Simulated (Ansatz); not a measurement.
Isomers of CH4OSn, relaxed with PBE0-D4/def2-TZVP in Ansatz; electronic energies, one conformer each and not always the lowest. Functionals use def2-TZVPP; CBS adds triple-zeta CCSD(T) − MP2 to the MP2 limit of def2-TZVPP and def2-QZVPP.

Elements past krypton have def2 core potentials. Outer-core shells of Sn are correlated without core-valence functions. Spin–orbit coupling is left out.

Problem. Order them by energy at frozen-core CCSD(T)/CBS, lowest first. (An estimate is asked.)
A. `O=[CH][SnH3]`
B. `[CH2]1[O][SnH2]1`
C. `[CH3][Sn][OH]`

Solution. C (0.0 kcal/mol), A (55.3 kcal/mol), B (60.2 kcal/mol).

Problem. How do HF/CBS(def2), PBE-D4, PBE0-D4, r2SCAN-D4 place them (kcal/mol, against `[CH3][Sn][OH]`)? (Estimate.)

Solution. The calculation gave: 
```
            isomer  HF/CBS(def2)  PBE-D4  PBE0-D4  r2SCAN-D4
    `O=[CH][SnH3]`          47.5    52.5     52.4       52.4
`[CH2]1[O][SnH2]1`          66.8    54.2     57.4       54.7
```
